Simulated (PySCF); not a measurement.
C4H9F3Si2.
Atom-mapped SMILES: `[F:1][C:2]([F:3])([F:4])[C@@H:5]1[CH2:6][CH2:7][SiH2:8][SiH2:9]1`

Geometry (PBE0-D3(BJ)/def2-SVP, Å), atoms numbered from 1 in this order:
```
atom  x, y, z in Å
F1     2.060   -0.777    1.681
C2     2.195   -0.055    0.561
F3     3.053   -0.709   -0.234
F4     2.787    1.096    0.911
C5     0.873    0.172   -0.121
C6    -0.152    0.864    0.791
C7    -1.480    1.103    0.065
Si8   -2.086   -0.545   -0.684
Si9    0.081   -1.418   -0.869
H10    1.090    0.828   -0.983
H11   -0.319    0.231    1.680
H12    0.265    1.813    1.165
H13   -1.334    1.819   -0.763
H14   -2.227    1.549    0.740
H15   -2.934   -1.312    0.280
H16   -2.844   -0.363   -1.959
H17    0.343   -2.603    0.001
H18    0.596   -1.682   -2.244
```

The computed photoelectron lines, unassigned: C 1s: 290.41 (area 1), 290.86 (area 1), 291.07 (area 1), 297.85 (area 1) eV; F 1s: 693.65 eV; Si 1s: 1846.11 (area 1), 1846.18 (area 1) eV; Si 2p3/2: 106.41 (area 1), 106.48 (area 1) eV.

Method: PySCF 2.14.0, delta-SCF UKS SCAN, pcX-2 on the ionised atom, pcseg-1 elsewhere, spin-free X2C. The structure is a single PBE0-D3(BJ)/def2-SVP conformer in the gas phase; no vibrational or solvent corrections.

(1) Order the carbon atoms by C 1s binding energy.

Results:

(1) 290.41 eV: C7 (sp3 carbon bound to silicon); 290.86 eV: C5 (sp3 carbon bound to silicon); 291.07 eV: C6 (ring CH2 carbon); 297.85 eV: C2 (CF3 carbon). The listed C 1s values span 7.44 eV, from C7 (bonded to C, 2 H and Si) to C2 (bonded to 3 F and C). The widest gap between neighbouring values is 6.78 eV, between 291.07 and 297.85 eV. Summing the Pauling electronegativity differences to the bonded atoms, each weighted by its formal bond order, gives -1.35 for the lowest site and +4.29 for the highest; no listed site has a larger sum than the highest.

Bonded neighbours of each site: F1/F3/F4: C; C2: 3 F and C; C5: 2 C, H and Si; C6: 2 C and 2 H; C7: C, 2 H and Si; Si8: C, 2 H and Si; Si9: C, 2 H and Si.

Problem. Which photon wavelength matches the Si 1s of Si8 threshold?

Solution. λ = hc/E = 12398.42 eV Å / 1846.11 eV = 6.716 Å.

Topologically equivalent atoms share the value of their first member; where this conformer doesn't relate them by symmetry, their own values could differ. Spin–orbit coupling isn't in the SCF: each 2p doublet comes from a relaxed spin-free hole plus a matrix of the shell (mean-field spin–orbit coupling and the ground-state 2p splitting), with 2p3/2 averaged over its two sublevels. 2p1/2 minus 2p3/2 (ligand field included): Si 0.62 eV.

Hardware: Arm Neoverse V1, one thread, shared host. Cost: 2.4 min, 0.80 GiB resident at most.
